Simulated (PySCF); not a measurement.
## Broadened absorption spectrum of C7H14Ge

Species: C7H14Ge.
SMILES: `C=C(C)[C@H]1CC[CH2][GeH2]1`

Level of theory: TDDFT B3LYP/def2-SVPD, vertical, gas phase, core orbitals frozen in the response (PySCF 2.14.0, density-fitted response routines). The structure is a single PBE0-D3(BJ)/def2-SVP conformer in the gas phase; no vibrational or solvent corrections. The B3LYP/def2-SVPD calculation is non-relativistic and has no spin–orbit coupling, an omission that weighs most on germanium.

Broadening: Gaussians 0.3 eV wide at half height, area fixed by f = 4.319×10⁻⁹ ∫ε dν̃. The cross-section is σ = 3.8235×10⁻²¹ ε cm², given in Mb (10⁻¹⁸ cm²). The width is an assumption, not a result. The curve ends short of the highest state used, and states not computed would add to its high-energy end.

| λ (nm) | σ (Mb) |
| --- | --- |
| 183.8 | 17.30 |
| 185.5 | 17.58 |
| 187.2 | 19.99 |
| 188.9 | 24.69 |
| 190.6 | 33.21 |
| 192.3 | 48.20 |
| 194.0 | 69.71 |
| 195.6 | 90.74 |
| 197.3 | 104.69 |
| 199.0 | 103.40 |
| 200.7 | 88.24 |
| 202.4 | 67.29 |
| 204.1 | 49.07 |
| 205.7 | 38.03 |
| 207.4 | 31.89 |
| 209.1 | 28.39 |
| 210.8 | 24.86 |
| 212.5 | 20.41 |
| 214.2 | 15.45 |
| 215.9 | 10.80 |
| 217.5 | 7.21 |
| 219.2 | 4.39 |
| 220.9 | 2.51 |
| 222.6 | 1.35 |
| 224.3 | 0.67 |
| 226.0 | 0.32 |
| 227.6 | 0.14 |
| 229.3 | 0.06 |
| 231.0 | 0.02 |
| 232.7 | 0.01 |

Task: Where are the band maxima, and which computed states make them?

Result: 198 nm (6.26 eV), ε about 28000, made up of S3 (98%) (ε in L mol⁻¹ cm⁻¹; maxima over ε = 5, shares over 10%). At its high-energy end, 6.74 eV, the curve is still rising (ε about 4500, from S5, S6 and S7). The states used: S1 5.78 eV (f 0.011); S2 5.94 eV (f 0.067); S3 6.26 eV (f 0.301); S4 6.50 eV (f 0.019); S5 6.57 eV (f 0.033); S6 6.83 eV (f 0.035); S7 6.98 eV (f 0.028); S8 7.11 eV (f 0.013); S9 7.28 eV (f 0.0064); S10 7.34 eV (f 0.030).

Task: Coming from long wavelengths, where does ε first pass 100 L mol⁻¹ cm⁻¹?

Result: At about 226 nm (5.50 eV), 0.28 eV below S1.

Task: On this curve, what absorbance would a 10⁻⁴ mol/L sample give at 193 nm over a 1 cm path?

Result: 193 nm is 6.424 eV, where ε is about 15000 L mol⁻¹ cm⁻¹, so A = ε c l ≈ 1.5 (Beer–Lambert, with the gas-phase spectrum and the assumed width).

Task: What would ε be at 6.26 eV, the highest of these maxima, with half the width (0.15 eV)?

Result: About 54200 L mol⁻¹ cm⁻¹ against 27800, a factor of about 1.95; a lone state at its own centre would give exactly 2.

The vertical ionisation energy (ΔSCF) is 8.27 eV, 0.93 eV above S10.
